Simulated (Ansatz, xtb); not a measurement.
**Relative energy of two structures of CH4F3InO**

We compare X, `[OH2+][In-]([F])([F])[CH2]F`, a singlet, with Y, a singlet given by its coordinates. Both are isolated molecules in the gas phase, relaxed with PBE0-D4/def2-SVP; the shapes shown needn't be the lowest conformers.

X (Å):

```xyz
10

C    -2.3284    2.0056    1.7157
F    -0.1593    0.0153   -0.5685
F    -0.1565   -0.8761    2.4541
F    -2.8896    2.5775    0.6109
In   -1.0693    0.3346    1.1662
O    -1.8562   -1.7474    0.5483
H    -1.2900   -2.1757    1.2176
H    -1.3058   -1.7307   -0.2575
H    -1.7174    2.7465    2.2559
H    -3.1167    1.6354    2.3909
```

Y (Å):

```
atom    x (Å)    y (Å)    z (Å)
   C  -0.6279   1.4525   1.4901
   F  -1.8307   2.0740   1.6667
   F  -2.4361  -0.4708  -0.7029
   F  -2.1515  -2.7743   1.4475
  In  -2.8830  -0.9816   1.1998
   O  -0.8224   0.1677   1.0257
   H  -0.0357   2.0440   0.7724
   H  -0.1187   1.3893   2.4635
   H  -1.1109   0.1495   0.0702
   H  -4.1016  -0.2285   2.0979
```

Close contacts (Å): C1–F2 1.37, C1–O6 1.38, F3–In5 2.02, F4–In5 1.95, In5–O6 2.37, C1–H7 1.10, C1–H8 1.10, In5–H9 2.39, In5–H10 1.69, O6–H9 1.00.

Which of the two would you expect CCSD(T)/def2-SVP + ΔMP2/def2-TZVPP electronic energies to favour?

Not settled: CCSD(T)/def2-SVP + ΔMP2/def2-TZVPP gives E(Y) − E(X) = +0.213 eV, but this leans on the basis-set step: CCSD(T) alone gives −0.001 eV.

How the difference moves with the method:

```
                             level          geometry  E(Y) − E(X) (eV)  departure from the last row (eV)  job, with rough time for the two
                  PBE0-D4/def2-SVP  PBE0-D4/def2-SVP              +0.014                            −0.199             optimisation, 2.5 min
                       HF/def2-SVP  PBE0-D4/def2-SVP              −0.118                            −0.332           part of the CCSD(T) run
                      MP2/def2-SVP  PBE0-D4/def2-SVP              +0.048                            −0.165           part of the CCSD(T) run
                  CCSD(T)/def2-SVP  PBE0-D4/def2-SVP              −0.001                            −0.214                      single point
CCSD(T)/def2-SVP + ΔMP2/def2-TZVPP  PBE0-D4/def2-SVP              +0.213                                                  single point, 69 s
```

HF/def2-SVP puts the two in the other order. PBE0-D4/def2-SVP, CCSD(T)/def2-SVP find them nearly level. The largest departure from CCSD(T)/def2-SVP + ΔMP2/def2-TZVPP is that of HF/def2-SVP, 0.332 eV. Levels run at GFN2-xTB geometries aren't shown. The last row adds to CCSD(T) the change of the MP2 difference between the two basis sets, here +0.214 eV, a large step that makes the value less sure.

With thermal terms from frequencies at re-optimised GFN2-xTB minima (ideal gas, soft modes damped towards free rotors, one conformer each, 298.15 K, 1 atm): on the last row, ΔE + ΔZPE = +0.182, ΔH = +0.157, ΔG = +0.210 eV.

The correlated steps freeze 9 core orbitals; the filled d shell of In is correlated, in a basis made for valence electrons. Atoms past krypton carry core potentials in the def2 sets and no spin–orbit term is included. Codes used: Ansatz 0.2.0, xtb 6.7.1; the last row on 2 threads of Intel(R) Xeon(R) Platinum 8259CL CPU @ 2.50GHz (Skylake/Cascade Lake) on a shared host.
